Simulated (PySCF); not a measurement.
Species: `CC#CC1C[SiH2]C1`. The columns A, B, C and D hold Mulliken, IAO, Hirshfeld and ESP-fitted charges (e) of one PBE0/pcSseg-1 density (PySCF), in a shuffled order. Coordinates in Å (PBE0-D3(BJ)/def2-SVP); the density's dipole moment is (0.47, -0.31, -0.01) D.

```csv
atom,x,y,z,A,B,C,D
C1,4.051,-1.297,0.044,-0.223,-0.425,-0.097,-0.544
C2,2.695,-0.776,0.111,-0.331,-0.066,-0.064,+0.287
C3,1.565,-0.338,0.164,+0.159,-0.078,-0.067,-0.668
C4,0.197,0.156,0.232,-0.385,-0.110,-0.012,+0.747
C5,-0.787,-0.383,-0.854,-0.425,-0.532,-0.159,-0.669
Si6,-2.159,-0.209,0.443,+0.608,+0.737,+0.339,+0.528
C7,-0.602,-0.203,1.525,-0.425,-0.532,-0.159,-0.669
H8,4.640,-0.993,0.923,+0.147,+0.166,+0.057,+0.172
H9,4.056,-2.398,0.004,+0.146,+0.165,+0.056,+0.175
H10,4.576,-0.930,-0.853,+0.147,+0.166,+0.057,+0.173
H11,0.222,1.258,0.146,+0.157,+0.154,+0.050,-0.005
H12,-0.791,0.158,-1.810,+0.147,+0.147,+0.039,+0.161
H13,-0.580,-1.447,-1.054,+0.148,+0.150,+0.039,+0.196
H14,-3.166,-1.303,0.604,-0.084,-0.117,-0.078,-0.113
H15,-2.876,1.103,0.399,-0.084,-0.120,-0.080,-0.128
H16,-0.354,-1.227,1.847,+0.148,+0.150,+0.039,+0.196
H17,-0.465,0.475,2.378,+0.147,+0.147,+0.039,+0.161
```

Q: Which column most likely holds the ESP-fitted charges?

A: D. Σ q r misses the density's dipole by 0.01 D (D), 0.64 D (C), 1.41 D (A), 1.79 D (B). Charges fitted to the outside potential are the only set here that is tied to the molecule's multipoles.

Q: And the Hirshfeld charges?

A: C. The mean sizes are 0.084 e (C), 0.230 e (A), 0.233 e (B), 0.329 e (D), and Hirshfeld charges are commonly the smallest of these schemes.

As computed, A = Mulliken, B = IAO, C = Hirshfeld, D = ESP-fitted. Hydrogens on carbon: Mulliken +0.15 to +0.16, IAO +0.15 to +0.17, Hirshfeld +0.04 to +0.06, ESP-fitted -0.01 to +0.20 e.

The IAO scheme projects the occupied orbitals on a minimal set of polarised atomic orbitals and counts the electrons in each atom's part of it. The Hirshfeld scheme weights the molecular density at each point by an atom's share of the summed free-atom densities.

One conformer (not necessarily the lowest) at the PBE0-D3(BJ)/def2-SVP geometry, without solvent, vibrations or thermal averaging.
